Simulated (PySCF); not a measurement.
# Electron correlation in Ca (calcium, neutral)

[Ar] 3d1 4s1, high-spin 3D determinant (an excited configuration). Calculation: PySCF 2.14, in x2c-TZVPPall (6s5p3d, 36 functions); scalar relativity by spin-free X2C-1e. Frozen: [Ar]; 2 electrons correlated.

With two correlated electrons CCSD is exact within the correlated space (frozen core and kept virtual orbitals).

```
level  correlation energy (mhartree)
 CCSD                          -2.34
```

Diagnostics: T1 = 0.0028, D1 = 0.0051, largest double amplitude 0.067.

Cost of the coupled-cluster step: of the order of 0.14 core-seconds, for 2 correlated electrons.

Iterations:

```
CC2 = 0
CCSD nocc = (np.int64(2), np.int64(0)), nmo = (27, 27)
frozen orbitals [[0, 1, 2, 3, 4, 5, 6, 7, 8], [0, 1, 2, 3, 4, 5, 6, 7, 8]]
max_cycle = 100
direct = 0
conv_tol = 1e-08
conv_tol_normt = 1e-06
diis_space = 8
diis_start_cycle = 0
Init t2, MP2 energy = -0.00136104370454646
Init E_corr(UCCSD) = -0.00136104371025443
cycle = 1  E_corr(UCCSD) = -0.00189021439025282  dE = -0.00052917068  norm(t1,t2) = 0.0172981
cycle = 2  E_corr(UCCSD) = -0.0021257945944911  dE = -0.000235580204  norm(t1,t2) = 0.00832196
cycle = 3  E_corr(UCCSD) = -0.00233853569205651  dE = -0.000212741098  norm(t1,t2) = 0.00410093
cycle = 4  E_corr(UCCSD) = -0.00233738419104759  dE = 1.15150101e-06  norm(t1,t2) = 0.000479441
cycle = 5  E_corr(UCCSD) = -0.00233854055175914  dE = -1.15636071e-06  norm(t1,t2) = 0.000117626
cycle = 6  E_corr(UCCSD) = -0.00233822445308904  dE = 3.1609867e-07  norm(t1,t2) = 3.89174e-05
cycle = 7  E_corr(UCCSD) = -0.00233836779946604  dE = -1.43346377e-07  norm(t1,t2) = 8.56772e-06
cycle = 8  E_corr(UCCSD) = -0.002338303617211  dE = 6.4182255e-08  norm(t1,t2) = 2.39797e-06
cycle = 9  E_corr(UCCSD) = -0.00233833053916514  dE = -2.69219541e-08  norm(t1,t2) = 6.88094e-07
cycle = 10  E_corr(UCCSD) = -0.00233831765059636  dE = 1.28885688e-08  norm(t1,t2) = 2.92739e-07
cycle = 11  E_corr(UCCSD) = -0.00233831810013001  dE = -4.49533645e-10  norm(t1,t2) = 3.73655e-08
UCCSD converged
E(UCCSD) = -679.5306427144824  E_corr = -0.00233831810013001
```
